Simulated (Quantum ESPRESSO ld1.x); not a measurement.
Excited configurations of the lutetium ion Lu+: one electron is placed in a higher orbital outside [Xe] 4f14 6s1. The ground configuration is [Xe] 4f14 6s2. Method: Dirac Kohn-Sham, revPBE, spin-unpolarised, spherical densities, point nucleus; open shells fill j = l - 1/2 first; computed with ld1.x of Quantum ESPRESSO 7.5. Excitation = E - E(ground); binding = E(ion) - E, where the ion is the core of charge +2; n* = 2/sqrt(2 binding) in atomic units, and the quantum defect is n - n*.

[
 {"outer orbital": "5d3/2", "excitation (eV)": "1.861", "binding (eV)": "12.289", "n*": "2.104", "quantum defect": "2.896", "<r> (bohr)": "2.458"},
 {"outer orbital": "5f5/2", "excitation (eV)": "10.526", "binding (eV)": "3.624", "n*": "3.875", "quantum defect": "1.125", "<r> (bohr)": "8.349"},
 {"outer orbital": "6d3/2", "excitation (eV)": "9.018", "binding (eV)": "5.132", "n*": "3.256", "quantum defect": "2.744", "<r> (bohr)": "6.781"},
 {"outer orbital": "6f5/2", "excitation (eV)": "11.635", "binding (eV)": "2.515", "n*": "4.652", "quantum defect": "1.348", "<r> (bohr)": "14.10"},
 {"outer orbital": "7s1/2", "excitation (eV)": "8.037", "binding (eV)": "6.113", "n*": "2.984", "quantum defect": "4.016", "<r> (bohr)": "6.986"},
 {"outer orbital": "7p1/2", "excitation (eV)": "9.227", "binding (eV)": "4.923", "n*": "3.325", "quantum defect": "3.675", "<r> (bohr)": "8.284"},
 {"outer orbital": "7d3/2", "excitation (eV)": "10.978", "binding (eV)": "3.172", "n*": "4.142", "quantum defect": "2.858", "<r> (bohr)": "12.22"},
 {"outer orbital": "7f5/2", "excitation (eV)": "12.355", "binding (eV)": "1.795", "n*": "5.506", "quantum defect": "1.494", "<r> (bohr)": "21.25"}
]

The Delta-SCF ionisation energy is 14.150 eV (NIST Atomic Spectra Database: 14.13 eV, semi-empirical). Self-interaction in the functional shifts the binding energies and quantum defects, so they are the method's values and not measured ones. Spin polarisation and multiplet splitting are left out, so open shells lie too high by an amount that depends on their filling.

Beside tabulated values, note that spin-unpolarised runs miss the spin-polarisation part of the exchange energy of open shells.
